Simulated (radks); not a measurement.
The numbers below are computed, except where a source is named.
Initial-state core-level shifts of neutral praseodymium when its valence configuration changes from [Xe] 4f3 6s2. Level of theory: scalar-relativistic Kohn-Sham, r2SCAN, spin-unpolarised, spherical densities, finite nucleus; meta-GGA in the generalised Kohn-Sham scheme; Fermi nuclear charge, rms radius 4.8919 fm (a radial shooting solver on a logarithmic mesh with Libxc functionals). Shifts are changes of the shell-averaged eigenvalues in eV (positive: less bound); the change of the density at the nucleus, which sets a Mossbauer isomer shift, is in e/bohr^3, on a base of 4.334e+05.

[
 {"valence": "4f3 6s1 6p1", "1s": "-1.147", "2s": "-1.131", "2p": "-1.133", "3d": "-1.114", "density at nucleus": "-15.08"},
 {"valence": "4f1 5d2 6s2", "1s": "-13.205", "2s": "-14.508", "2p": "-14.292", "3d": "-16.415", "density at nucleus": "+55.15"},
 {"valence": "4f2 5d1 6s2", "1s": "-5.977", "2s": "-6.539", "2p": "-6.448", "3d": "-7.358", "density at nucleus": "+24.95"},
 {"valence": "4f3 6p2", "1s": "-2.211", "2s": "-2.178", "2p": "-2.181", "3d": "-2.145", "density at nucleus": "-30.09"},
 {"valence": "4f5", "1s": "+1.115", "2s": "+1.491", "2p": "+1.441", "3d": "+1.936", "density at nucleus": "-41.67"},
 {"valence": "4f2.5 5d0.5 6s1 6p1", "1s": "-3.957", "2s": "-4.199", "2p": "-4.159", "3d": "-4.563", "density at nucleus": "-4.66"},
 {"valence": "4f2.5 5d1.5 6s1", "1s": "-1.426", "2s": "-1.621", "2p": "-1.579", "3d": "-2.018", "density at nucleus": "-8.36"}
]
